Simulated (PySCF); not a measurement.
Start geometry of InEt2(NCO), `C[CH2][In]([CH2]C)[N]=C=O` from GFN2-xTB (Å):
```
atom  x, y, z in Å
In1    0.1378   -0.0068   -0.0384
C2     2.2903   -0.4295    0.0152
C3     2.6499   -0.9632    1.3566
H4     2.9470    0.5075   -0.2309
H5     2.4720   -1.1757   -0.7933
H6     3.7582   -1.2088    1.3768
H7     2.5756   -0.2194    2.1662
H8     2.1806   -1.8334    1.6126
C9    -1.3631    1.8595    0.0251
C10   -2.3333    1.7452   -1.1683
H11   -0.7800    2.7419   -0.0449
H12   -1.8684    1.8072    0.9413
H13   -3.1524    2.5821   -1.1686
H14   -1.8509    1.8500   -2.1303
H15   -2.8647    0.7642   -1.1824
N16   -1.0375   -1.6283   -0.1600
C17   -1.6046   -2.6733   -0.2364
O18   -2.2128   -3.7024   -0.2625
```

**Question.** What comes out of this run: PySCF, PBE0-D3(BJ)/def2-SVP geometry optimisation, gas phase, def2 core potentials past Kr?

**Answer.** 
```
atom  x, y, z in Å
In1    0.1954    0.4201   -0.0019
C2     2.2266    0.0968    0.6653
C3     2.5735   -1.3715    0.8639
H4     2.3452    0.6721    1.5989
H5     2.8912    0.5779   -0.0711
H6     3.6107   -1.4941    1.2190
H7     1.9141   -1.8553    1.6003
H8     2.4771   -1.9479   -0.0690
C9    -1.1774    1.9523   -0.6620
C10   -2.5994    1.4465   -0.8592
H11   -0.7607    2.3659   -1.5959
H12   -1.1328    2.7706    0.0754
H13   -3.2651    2.2506   -1.2161
H14   -2.6473    0.6278   -1.5929
H15   -3.0306    1.0543    0.0745
N16   -0.8103   -1.4002   -0.0121
C17   -1.2233   -2.5247    0.0178
O18   -1.6436   -3.6242    0.0427
```

The energy falls by 0.811 eV over 29 energy and gradient evaluations, the largest force component goes from 0.0684 to 1.3e-04 Eh/bohr, and the atoms move by 1.193 Å rms after alignment. The bond that changes most is In1–C9 (ends: indium bonded to 2 C and N; carbon bonded to C, In and 2 H), which shortens by 0.235 Å. Bonds longer at the end by more than 0.005 Å: 7 of 17; shorter: 9. Among the angles that change most is In1–C2–H4, from 113.0° to 106.5°. Among the dihedrals that turn most is C9–In1–C2–H5, from -135° to -51°. Rotational constants go from 1165, 1010, 569.9 to 1232, 1078, 583.7 MHz. The orientation of the end geometry is arbitrary; only internal coordinates are fixed.

The run used 174 basis functions and 206 SCF cycles in all. The run took 21 min on one thread, AMD EPYC (x86_64), shared host, and the process peaked at 0.70 GiB of memory.

No frequency check. The numbers are those of one conformer.
